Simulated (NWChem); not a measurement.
# C₂H₆O₂Si; SMILES C1CO[SiH2]O1

```xyz
11

C      0.1313    -0.7562     1.2424
C     -0.1313     0.7562     1.2424
O      0.1900     1.2388    -0.0493
Si     0.0000     0.0000    -1.1627
O     -0.1900    -1.2388    -0.0493
H      1.1936    -0.9656     1.4703
H     -0.4849    -1.2761     1.9930
H      0.4849     1.2761     1.9930
H     -1.1936     0.9656     1.4703
H      1.2156    -0.1154    -2.0129
H     -1.2156     0.1154    -2.0129
```
Atoms are numbered in this order, from 1.

Computed with NWChem. Coordinates come from a PBE0/def2-SVP optimisation. GIAO values for the isolated, static molecule; σ is the absolute isotropic shielding, δ = σ(reference) − σ with the isolated reference molecule computed at the same levels (13C: tetramethylsilane, 1H: tetramethylsilane, 17O: water, 29Si: tetramethylsilane).

What does the run give for KT2/pcSseg-1? Quantities: δ C1 (ppm); δ O3 (ppm); δ Si4 (ppm); δ H6 (ppm); δ H7 (ppm); δ H10 (ppm).

The δ C1 (ppm) is 68.4. The δ O3 (ppm) is 47.5, the δ Si4 (ppm) is 4.5 and the δ H6 (ppm) is 3.89. The δ H7 (ppm) is 4.13. The δ H10 (ppm) is 5.26.
